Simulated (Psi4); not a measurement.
C$_{2}$H$_{5}$S (SMILES [CH2-]SC), charge -1, singlet, geometry from GFN2-xTB (a gas-phase anion, which may not be bound at this level). Base run: R2SCAN/6-311G** run with Psi4.

Here is a job for Psi4.
```
memory 2 GB

molecule mol {
-1 1
  C     0.000708    1.571299   -0.363228
  S    -0.000991    0.130738    0.536576
  C     0.000784   -1.561197   -0.442108
  H     0.907034    1.716463   -0.964811
  H    -0.903377    1.716504   -0.968163
  H    -0.000609   -2.352947    0.300181
  H    -0.891040   -1.616197   -1.061855
  H     0.894894   -1.616237   -1.058548
}

set basis 6-311g**
set reference rks

energy('r2scan')
print_variables()
```

Variants of this job, named by their change:

```
change                                        ΔE vs base (mEh)  SCF cycles  grid points  basis functions
--------------------------------------------  ----------------  ----------  -----------  ---------------
base                                                     0.000          10       173712               92
scf_type = disk_df                                       0.000          10       173712               92
scf_type = cd                                           -0.061          10       173712               92
dft_nuclear_scheme = stratmann                           0.000          10       160493               92
dft_radial_points = 150                                 -0.022          10       345099               92
dft_radial_points = 35                                   4.290          10        82603               92
e_convergence = 1e-10                                    0.000          12       173712               92
dft_spherical_points = 194                               0.014          10       111689               92
dft_basis_tolerance = 1e-8                               0.000          10       172607               92
level_shift = 1.0                                        0.000           9       173712               92
puream = true                                            0.000          10       173712               92
cholesky_tolerance = 1e-3 (with scf_type cd)            -1.499          10       173712               92
guess = modhuckel                                        0.000          10       173712               92
```

A gas-phase anion may not be bound at this level; its values then depend on the basis.
